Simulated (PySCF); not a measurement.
SMILES [GeH2]([NH2])[Cl] (H4ClGeN) (PBE0/def2-SVP optimised geometry):

```
7

Ge     0.025    -0.794     0.000
N     -0.548     0.928     0.000
Cl    -0.584    -1.898     1.785
H      1.557    -0.794     0.000
H     -0.617    -1.516    -1.189
H     -1.557     1.052    -0.031
H     -0.165     1.516     0.735
```

Calculation: PBE0/def2-TZVP run with PySCF.

Problem. What are the frontier orbital energies and the dipole moment?

Solution. HOMO-2 -8.91 eV, HOMO-1 -8.60 eV, HOMO -7.93 eV, LUMO 0.22 eV, LUMO+1 0.40 eV; dipole moment 1.74 D.

Meta-Löwdin charges at PBE0/def2-TZVP: Ge1 0.69, N2 -0.69, Cl3 -0.36, H4 -0.06, H5 -0.06, H6 0.24, H7 0.24.
